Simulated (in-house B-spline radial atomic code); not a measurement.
The numbers below are computed, except where a source is named.
V in an electron gas of r_s = 2.07: phase shifts, screening, friction and resistivity

A nucleus sits in a uniform electron gas with a rigid positive background. The Kohn-Sham equations are solved self-consistently in the spin-unpolarised LDA (PW92), non-relativistic, on B-splines with outgoing waves at the boundary and partial waves to l = 8. The model has no lattice, no bands and no magnetic solution. Atomic units; δ_l are the phase shifts at the Fermi level, counted so that each bound state adds π, and good to about 0.0005.

The density parameter is r_s = 2.07 bohr, near that of the valence electrons of Al (3 per atom, density 2.7 g/cm³, mass 26.98 u, which gives r_s = 2.07).

```tsv
l	δ_l (rad)
0	8.7614
1	6.1567
2	1.7562
3	0.0114
4	0.0025
5	0.0001
6	-0.0002
7	-0.0004
8	-0.0003
```

Bound levels below the band bottom (hartree): s -194.5, s -21.05, p -17.67, s -1.828, p -0.9258.

(1) Check the Friedel sum rule, and say where the screening charge sits.

(2) Find the transport cross section and the electronic stopping of a 2 keV V ion (mass 50.94 u).

(3) What residual resistivity would 1 atomic per cent of such centres give in Al?

(4) On a substitutional site the background of one host ion, a sphere holding 3 charges, is taken out. The phase shifts for l = 0 to 4 become 8.4416, 5.8686, 1.1708, -0.0483, -0.0125. What follows?

Answers

(1) k_F = (9π/4)^(1/3)/r_s = 0.92713. The rule is Z = (2/π) Σ (2l + 1) δ_l. The terms are s 5.578, p 11.758, d 5.590, f 0.051 and 0.006 beyond, in all 22.983 against Z = 23. Bound states hold 6 s, 12 p, 0 d electrons, so the scattering states carry 4.98 in all; where a term is smaller than its bound count, the bound level has drawn weight out of the band.

(2) σ_tr = (4π/k_F²) Σ (l + 1) sin²(δ_l − δ_(l+1)). The terms for l = 0 to 3 are 0.2616, 1.8117, 2.9101, 0.0003, all together 4.9837, so σ_tr = 14.619 × 4.9837 = 72.859 bohr². With n = 3/(4π r_s³) = 0.02692, the friction coefficient is Q = n k_F σ_tr = 1.8181. For v well below v_F = 0.927, dE/dx = Q v; with 24801 eV per u at v = 1, v = √(2000/(24801 × 50.94)) = 0.0398, so dE/dx = 0.07234 hartree/bohr = 37.2 eV/nm. The largest term couples the d and f waves.

(3) Δρ = k_F n_i σ_tr/n in atomic units of 21.74 μΩ·cm. With one host atom per 3 electrons, n_i/n = 0.01/3, so Δρ = 0.9271 × 0.00333 × 72.859 × 21.74 = 4.90 μΩ·cm. This is an atom added to the gas, as on an interstitial site.

(4) The Friedel sum is now 19.99, for Z − 3 = 20. The sum in σ_tr is 4.9391, so σ_tr = 72.21 bohr² and Δρ = 4.85 μΩ·cm per atomic per cent, 0.99 times the value above. A real host ion scatters too, so this model doesn't give zero even for the host's own atom.
